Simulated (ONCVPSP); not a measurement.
## What one change does to a pseudopotential (P, ONCV)

ONCVPSP 4.0.1 input, shortened (lines: element, Z, core and valence counts, functional; n l f; lmax; l rc ep ncon nbas qcut; lloc lpopt rc5 dvloc0; l nproj debl; icmod fcfact rcfact), Wu-Cohen, non-relativistic:

```
  P 15.00    1    4  -118130      upf
    1    0    2.00
    2    0    2.00
    2    1    6.00
    3    0    2.00
    3    1    2.75
    1
    0    1.00    0.00    3    7    9.90
    1    0.75    0.00    4    7   14.20
    4    3    0.75    0.00
    0    2    0.60
    1    2    2.70
    3    3.50    1.25
```

Change: s: rc 1.44.

Cutoffs: the cutoffs (Ha) at which the residual kinetic energy of the hardest occupied pseudo-wave falls to 1 and 0.1 mHa per electron; they do not see the model core or the augmentation charge, which bear on the density cutoff. Errors are all-electron minus pseudo energies relative to the spin-unpolarised reference configuration.

**Question.** Predict the effect on cutoff, ghosts and configuration errors.

**Answer.** The potential gets neither clearly harder nor softer (211 Ha and 273 Ha → 211 Ha and 273 Ha); the p channel sets the loose cutoff, while the largest relative change is in s, which becomes softer; of the 4 tests that both files solve, the error grows in 0 and shrinks in 1 by more than 15 % and 0.3 meV (median size 1.2 → 1.1 meV); neither file shows a bound ghost.

```tsv
quantity	base	changed
cutoff, loose	211 Ha	211 Ha
cutoff, tight	273 Ha	273 Ha
loose cutoff by channel	s 36 Ha, p 211 Ha	s 31 Ha, p 211 Ha
bound ghosts	none	none
GHOST(+) flags under 300 eV	none	none
error for 2s2 2p6 3s2 3p3, meV [ΔE -1.62 eV]	0.0	0.0
error for 2s2 2p6 3s2 3p2, meV [ΔE 8.10 eV]	+0.2	+0.2
error for 2s2 2p6 3s2 3p1, meV [ΔE 27.25 eV]	+2.3	+2.0
error for 2s1 2p6 3s2 3p3, meV [ΔE 185.68 eV]	-476	-67
p: phases at 0.76 bohr within 0.05 rad from the reference energy up to (Ha; the scan ends near 5)	to the end of the scan	to the end of the scan
rms error of d²Exc/dni dnj with the model core, mHa	1.99	2.11
```
